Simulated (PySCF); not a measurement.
C₄H₅ClF₂O₂.
Cartesian coordinates in Å at the PBE0-D3(BJ)/def2-SVP level; atoms count from 1:
```xyz
14
C4H5ClF2O2 angstrom
F      1.8750   -0.4310    0.5558
C      0.9783   -0.7392   -0.4343
O      0.8084    0.3229   -1.2816
C      0.2067    1.4467   -0.6776
O     -1.0391    1.1547   -0.1460
C     -0.9624    0.1682    0.8421
C     -0.3455   -1.0960    0.2633
F     -0.1193   -1.9891    1.2497
Cl    -1.4251   -1.8220   -0.9500
H      1.3685   -1.5886   -1.0148
H      0.0669    2.1862   -1.4744
H      0.8833    1.8421    0.1056
H     -1.9738   -0.0377    1.2162
H     -0.3192    0.4832    1.6876
```

A calculation gives these core lines: C 1s: 293.18 (area 1), 294.38 (area 1), 295.02 (area 1), 295.28 (area 1) eV; O 1s: 539.50 (area 1), 539.68 (area 1) eV; F 1s: 693.14 (area 1), 693.55 (area 1) eV; Cl 1s: 2829.10 eV; Cl 2p3/2: 206.51 eV.

Method used: delta-SCF UKS SCAN, pcX-2 on the ionised atom, pcseg-1 elsewhere, spin-free X2C (PySCF 2.14.0). The structure is a single PBE0-D3(BJ)/def2-SVP conformer in the gas phase; no vibrational or solvent corrections.

(1) Which carbon gives which C 1s line?

(2) Order the oxygen atoms by O 1s binding energy.

(3) Which fluorine gives which F 1s line?

Results:

(1) 293.18 eV: C6 (sp3 carbon bound to oxygen); 294.38 eV: C4 (sp3 carbon bearing two oxygens); 295.02 eV: C7 (sp3 C–F carbon); 295.28 eV: C2 (sp3 C–F carbon). Lowest listed C 1s: C6, bonded to O, C and 2 H. Highest, 2.10 eV above it: C2, bonded to F, O, C and H. The widest gap between neighbouring values is 1.20 eV, between 293.18 and 294.38 eV.

(2) 539.50 eV: O5 (cyclic ether oxygen); 539.68 eV: O3 (cyclic ether oxygen). The 2 O 1s values lie within 0.18 eV of each other; Gaussian lines of 0.5 eV full width would blend them into one maximum.

(3) 693.14 eV: F1 (alkyl fluorine); 693.55 eV: F8 (alkyl fluorine). The listed F 1s values span 0.41 eV, from F1 (bonded to C) to F8 (bonded to C). Summing the Pauling electronegativity differences to the bonded atoms, each weighted by its formal bond order, gives -1.43 for the lowest site and -1.43 for the highest; the sum is the same at every site.

Bonded neighbours of each site: F1: C; C2: F, O, C and H; O3: 2 C; C4: 2 O and 2 H; O5: 2 C; C6: O, C and 2 H; C7: F, Cl and 2 C; F8: C; Cl9: C.

**Question.** Which effective nuclear charge Zeff reproduces each element's mean 1s value in the hydrogen-like formula E = 13.606 eV × Zeff²?

**Answer.** C (Z = 6): mean 294.5 eV, Zeff = 4.65, Z − Zeff = 1.35; O (Z = 8): mean 539.6 eV, Zeff = 6.30, Z − Zeff = 1.70; F (Z = 9): mean 693.3 eV, Zeff = 7.14, Z − Zeff = 1.86; Cl (Z = 17): mean 2829.1 eV, Zeff = 14.42, Z − Zeff = 2.58. Means run over the listed sites, weighted by atom count.

For 2p shells one spin-free hole was relaxed; a mean-field spin–orbit operator and the ground-state splitting of the three 2p orbitals were then diagonalised within the shell. The shell's mean is (2 × 2p3/2 + 2p1/2)/3, and the degeneracies 2j + 1 give areas of 2:1. 2p1/2 minus 2p3/2 (ligand field included): Cl 1.65 eV.
